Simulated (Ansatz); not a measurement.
Reactions of `NB([SeH])CO`.

Computed with Ansatz on PBE0-D4/def2-TZVP structures; ΔE is electronic, products minus reactants. CBS: MP2 limit from def2 TZ/QZ plus the TZ coupled-cluster correction, frozen cores. This one scheme is used for every species. Double bonds are as drawn, so ΔE can hold a change between cis and trans. Functionals use def2-TZVPP. For Se outer-core shells are correlated without core-valence functions, which leaves a few kJ/mol of doubt a bond. Scalar relativity is left out up to krypton. Each species was taken in one conformer, which may not be the lowest.

| reaction | CCSD(T)/CBS(def2) (kcal/mol) |
| --- | --- |
| `NB([SeH])CO` + `CO/C=C/Cl` → `CO/C=C\[SeH]` + `NB(Cl)CO` | ? |
| `NB([SeH])CO` + H₂ → `NB[SeH]` + CH₃OH | -4.9 |
| `NB([SeH])CO` + HCl → `NB(Cl)CO` + H₂Se | -7.0 |
| `NB([SeH])CO` + H–F → `NB(F)[SeH]` + CH₃OH | -28.0 |

Question: Fill in the missing values. (Estimate.)

Answer: Computed: `NB([SeH])CO` + `CO/C=C/Cl` → `CO/C=C\[SeH]` + `NB(Cl)CO`: -14.3 kcal/mol.

Largest T1 diagnostic: 0.012, for `CO/C=C/Cl`.
